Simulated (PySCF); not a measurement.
C₃H₁₃Si₃ (doublet state).
Geometry (GFN2-xTB, Å), atoms numbered from 1 in this order:
```
atom  x, y, z in Å
C1     2.2691    0.3596    0.7158
C2     1.8986   -0.6054   -0.4019
Si3    0.3641   -0.0441   -1.3950
C4    -1.1013    0.0216   -0.2333
Si5   -1.7430    1.6781    0.3630
Si6   -1.9018   -1.5664    0.3582
H7     1.4541    0.4474    1.4318
H8     3.1563    0.0176    1.2485
H9     2.4750    1.3499    0.3145
H10    2.7468   -0.7155   -1.0790
H11    1.7090   -1.5913    0.0245
H12    0.1484   -1.0253   -2.4697
H13    0.6359    1.2725   -1.9893
H14   -2.7425    1.4963    1.4196
H15   -2.3572    2.3997   -0.7596
H16   -0.6404    2.4953    0.8870
H17   -1.0591   -2.7245    0.0432
H18   -3.2059   -1.7393   -0.2959
H19   -2.1159   -1.5170    1.8100
```

The hyperfine couplings belong to this conformer and change with its torsions.

As a line formula: `CC[SiH2][C]([SiH3])[SiH3]` [radical].

Computed with UKS B3LYP, pcH-1 on C H Si, non-relativistic, mean-field spin-orbit, GIAO (PySCF 2.14.0). Geometry: GFN2-xTB, one conformer, isolated molecule. GFN2-xTB frequencies show an imaginary mode (35i cm⁻¹), so this geometry is no minimum at that level. The geometry wasn't refined by DFT: couplings that depend on bond lengths, twists or pyramidal angles can differ widely from those at the functional's own minimum. No stability test was run, so a lower SCF solution isn't excluded.

(1) Where do the isotropic ENDOR lines of H14 (×6), H12/H13 and H10/H11 fall at 3363.3 mT, to first order?

(2) Which pairs are centred on the nuclear Larmor frequency, and which on half the coupling?

(3) At what field would the lower line of H12/H13 fall to zero frequency?

## Answers

(1) ν± = |νn ± a/2|, one line for each electron-spin manifold; νn = |g_N| × 7.62259 MHz/T × B.

```tsv
nuclei	isotope	g_N	νn (MHz)	a_iso (MHz)	lower line (MHz)	upper line (MHz)
H14 (×6)	1H	5.5857	143.20	42.21	122.10	164.30
H12/H13	1H	5.5857	143.20	20.68	132.86	153.54
H10/H11	1H	5.5857	143.20	1.96	142.22	144.18
```

(2) Centred on νn, since |a| < 2νn: H14 (×6), H12/H13 and H10/H11. No pair has |a| > 2νn.

(3) Where νn = |a|/2, that is B = 10.34 MHz/(5.5857 × 7.62259 MHz/T) = 243 mT, as far as first order holds there.

Class means assume fast exchange of nuclei equivalent by connectivity; if that motion is slow, each nucleus keeps its own coupling. The six 1H nuclei of mean +42.2 MHz run from -1.3 to 81.9 MHz in the frozen geometry. The 1H value of +20.7 MHz is a mean of couplings from 1.8 to 39.6 MHz in this one geometry, not an average over conformers. The 1H value of +2.0 MHz is a mean of couplings from -2.7 to 6.6 MHz in this one geometry, not an average over conformers.

Time: 98 s of wall time (grids of density and orbitals included); peak memory 1.1 GiB. Hardware: an Intel Xeon at 2.60 GHz with one thread, shared host.
